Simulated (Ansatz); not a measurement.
H₆SSi₃ (`S[SiH]1[SiH2][SiH2]1`), 10 atoms. Charge 0, multiplicity 1. All runs use 2 threads of an Intel Xeon 6975P-C on a shared host. Correlated methods freeze the cores.

(1) How many basis functions does each run have, and how long does it take in Ansatz? RKS B97M-V/def2-TZVPP energy; RHF-CCSD(T)/def2-TZVPP energy; RKS PBE0-D4/def2-QZVPP energy; direct RPA on PBE orbitals/def2-TZVPP energy; RKS ωB97M-V/def2-QZVPP energy; RKS r2SCAN-D4/def2-TZVPP energy and forces; RKS r2SCAN0-D4/def2-TZVPP energy; RKS ωB97M-V/def2-SVP energy; RKS PBE0-D4/def2-TZVP relaxation (12 steps); RHF-MP2/def2-QZVPP energy; RKS PBE0-D4/def2-SVP energy; RKS PBE0-D4/def2-TZVP frequencies. (Estimate.)

Results:

(1) Computed: Other jobs shared the machine, so times are rough.

```
                                level                    job  functions  wall time  peak host memory (GiB)
                 RKS PBE0-D4/def2-SVP                 energy        102      1.7 s                    0.22
             RKS r2SCAN-D4/def2-TZVPP      energy and forces        252      4.5 s                    0.41
            RKS r2SCAN0-D4/def2-TZVPP                 energy        252      5.5 s                    0.76
direct RPA on PBE orbitals/def2-TZVPP                 energy        252        6 s                    0.56
                 RKS ωB97M-V/def2-SVP                 energy        102      6.5 s                    0.34
                RKS B97M-V/def2-TZVPP                 energy        252        8 s                    0.47
               RKS PBE0-D4/def2-QZVPP                 energy        460       17 s                     1.8
                   RHF-MP2/def2-QZVPP                 energy        460       22 s                     2.6
               RKS ωB97M-V/def2-QZVPP                 energy        460       31 s                     2.1
                RKS PBE0-D4/def2-TZVP  relaxation (12 steps)        184       41 s                    0.52
               RHF-CCSD(T)/def2-TZVPP                 energy        252      110 s                     2.1
                RKS PBE0-D4/def2-TZVP            frequencies        184    3.2 min                    0.56
```
